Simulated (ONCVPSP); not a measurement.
**What one change does to a pseudopotential (gold (Au), ONCV)**

* Element: gold (Au)
* Generator: ONCVPSP 4.0.1
* Type: optimised norm-conserving Vanderbilt (ONCV)
* Functional: PBE
* Relativity: scalar-relativistic
* Frozen core: [Kr] 4d10 4f14
* Valence charge: 19
* Reference configuration: 5s2 5p6 5d10 6s1
* Partial waves: 5s+6s: rc 1.50 bohr, ncon 4, nbas 8, qcut 10.5 1/bohr, 3 projectors, debl 2.8 Ha; 5p: rc 1.40 bohr, ncon 4, nbas 8, qcut 8.6 1/bohr, 2 projectors, debl 0.9 Ha; 5d: rc 2.30 bohr, ncon 4, nbas 9, qcut 5.9 1/bohr, 2 projectors, debl 1.9 Ha
* Local potential: polynomial inside 0.95 bohr (lpopt 2, dvloc0 4 Ha)
* Core correction: Teter function fitted to the true core (icmod 2), fcfact 0.3

In the p channel the program set the typed energies aside and used -2.197, 0.250 Ha.

All-electron outer shells of the reference configuration (PBE, scalar-relativistic, ld1.x):

```csv
shell,level (eV),outermost node (bohr),outermost maximum (bohr)
5s,-108.37,0.48,0.84
4f,-81.12,–,0.37
5p,-59.78,0.52,0.96
5d,-6.88,0.56,1.21
6s,-5.76,1.11,2.32
```

Change: p: rc 1.88.

Cutoffs: the cutoffs (Ha) at which the residual kinetic energy of the hardest occupied pseudo-wave falls to 1 and 0.1 mHa per electron; they do not see the model core or the augmentation charge, which bear on the density cutoff. Errors are all-electron minus pseudo energies relative to the spin-unpolarised reference configuration.

Problem. How do hardness, ghosts and transferability respond?

Solution. The potential gets neither clearly harder nor softer (34 Ha and 40 Ha → 34 Ha and 40 Ha); the s channel sets the loose cutoff, while the largest relative change is in p, which becomes softer; of the 4 tests that both files solve, the error grows in 0 and shrinks in 1 by more than 15 % and 0.3 meV (median size 4.2 → 4.0 meV); neither file shows a bound ghost.

```tsv
quantity	base	changed
cutoff, loose	34 Ha	34 Ha
cutoff, tight	40 Ha	40 Ha
loose cutoff by channel	s 34 Ha, p 29 Ha, d 14 Ha	s 34 Ha, p 16 Ha, d 14 Ha
bound ghosts	none	none
GHOST(+) flags under 300 eV	none	none
error for 5s2 5p6 5d10 6s0, meV [ΔE 9.41 eV]	-1.9	-1.8
error for 5s2 5p6 5d9 6s0, meV [ΔE 30.62 eV]	-6.4	-6.3
error for 5s2 5p6 5d8 6s0, meV [ΔE 64.49 eV]	+38	+38
error for 5s2 5p6 5d10 6s0 6p1, meV [ΔE 5.25 eV]	-1.5	-1.2
s: phases at 1.52 bohr within 0.05 rad from the reference energy up to (Ha; the scan ends near 5)	to the end of the scan	to the end of the scan
d: phases at 2.34 bohr within 0.05 rad from the reference energy up to (Ha; the scan ends near 5)	to the end of the scan	to the end of the scan
rms error of d²Exc/dni dnj with the model core, mHa	0.40	0.55
```
